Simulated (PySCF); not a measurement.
C₆H₁₃BO₂, charge -1, doublet, at a GFN2-xTB geometry (a state made from the parent by changing its charge; the spin is typed, not shown lowest) (in this run its highest filled SCF level lies above zero, so its values depend strongly on the basis, on diffuse functions most of all); CAMB3LYP/STO-3G in PySCF.

The PySCF input:
```python
from pyscf import gto, scf, dft

mol = gto.M(
    atom='''
C    -1.77443156   -0.03191137    0.91494243
C    -0.75124689   -0.12720494   -0.24514073
C    -1.10616191   -1.36493490   -1.08690439
O    -0.82499265    1.01632732   -1.01685730
B     0.18583498    2.03053219   -0.44014834
O     0.96214703    1.20889894    0.59016274
C     0.71032703   -0.12882250    0.32503890
C     0.89589233   -0.97174480    1.59721700
C     1.70044373   -0.64955152   -0.74303435
H    -2.75186738    0.20851246    0.49704539
H    -1.47413877    0.77917351    1.57305794
H    -1.84481081   -0.96412466    1.47529917
H    -2.16538540   -1.33314379   -1.34204685
H    -0.53766293   -1.36976965   -2.01263706
H    -0.90548402   -2.28296741   -0.53323451
H     0.91172842    2.44031569   -1.35570131
H     0.36356144   -0.52470063    2.43214634
H     1.95485054   -1.00741509    1.85289181
H     0.53831834   -1.99069113    1.44346683
H     1.52045255   -0.10826009   -1.66767722
H     2.71640861   -0.43410250   -0.41136552
H     1.59868284   -1.72227788   -0.90965996
''',
    basis='sto-3g',
    charge=-1,
    spin=1,
    verbose=4,
)

mf = dft.UKS(mol)
mf.xc = 'camb3lyp'
mf.level_shift = 0.1
mf.max_cycle = 100
mf.kernel()
```

Q: Predict the main parts of the log of this PySCF run.

A: 
```
PySCF version 2.14.0

[INPUT] verbose = 4
[INPUT] num. atoms = 22
[INPUT] num. electrons = 71
[INPUT] charge = -1
[INPUT] spin (= nelec alpha-beta = 2S) = 1
[INPUT] symmetry False subgroup None
[INPUT] Mole.unit = angstrom
[INPUT] Symbol           X                Y                Z      unit          X                Y                Z       unit  Magmom
[...]
nuclear repulsion = 498.984768744107
number of shells = 40
number of NR pGTOs = 174
number of NR cGTOs = 58
basis = sto-3g
ecp = {}

******** <class 'pyscf.dft.uks.UKS'> ********
method = UKS
initial guess = minao
damping factor = 0
level_shift factor = 0.1
DIIS = <class 'pyscf.scf.diis.CDIIS'>
diis_start_cycle = 1
diis_space = 8
diis_damp = 0
SCF conv_tol = 1e-09
SCF conv_tol_grad = None
SCF max_cycles = 100
direct_scf = True
direct_scf_tol = 1e-13
number electrons alpha = 36  beta = 35
XC library pyscf.dft.libxc version 7.1.2
    S. Lehtola, C. Steigemann, M. J. T. Oliveira, and M. A. L. Marques,  SoftwareX 7, 1–5 (2018)
XC functionals = camb3lyp
    T. Yanai, D. P. Tew, and N. C. Handy,  Chem. Phys. Lett. 393, 51 (2004)
radial grids:
    Treutler-Ahlrichs [JCP 102, 346 (1995); DOI:10.1063/1.469408] (M4) radial grids

becke partition: Becke, JCP 88, 2547 (1988); DOI:10.1063/1.454033
pruning grids: <function nwchem_prune>
grids dens level: 3
symmetrized grids: False
atomic radii adjust function: <function treutler_atomic_radii_adjust>
small_rho_cutoff = 0
Set gradient conv threshold to 3.16228e-05
tot grids = 254424
init E= -407.535239441369

cycle= 1 E= -406.002676300725  delta_E= 1.53  |g|= 0.524  |ddm|= 4.09
cycle= 2 E= -406.141691683407  delta_E= -0.139  |g|= 0.36  |ddm|= 1.23
cycle= 3 E= -406.213821349109  delta_E= -0.0721  |g|= 0.0368  |ddm|= 0.421
cycle= 4 E= -406.215279881941  delta_E= -0.00146  |g|= 0.0117  |ddm|= 0.0834
cycle= 5 E= -406.215465192964  delta_E= -0.000185  |g|= 0.00371  |ddm|= 0.0301
cycle= 6 E= -406.215492018462  delta_E= -2.68e-05  |g|= 0.00153  |ddm|= 0.0114
cycle= 7 E= -406.215497058253  delta_E= -5.04e-06  |g|= 0.00047  |ddm|= 0.00564
cycle= 8 E= -406.215497478351  delta_E= -4.2e-07  |g|= 0.000186  |ddm|= 0.00155
cycle= 9 E= -406.215497534921  delta_E= -5.66e-08  |g|= 4.01e-05  |ddm|= 0.000542
cycle= 10 E= -406.215497539441  delta_E= -4.52e-09  |g|= 1.51e-05  |ddm|= 0.000171
cycle= 11 E= -406.215497539927  delta_E= -4.86e-10  |g|= 7.18e-06  |ddm|= 5.16e-05
Extra cycle  E= -406.215497540017  delta_E= -8.99e-11  |g|= 3.96e-06  |ddm|= 2.25e-05
converged SCF energy = -406.215497540017  <S^2> = 0.75110315  2S+1 = 2.0011028
```
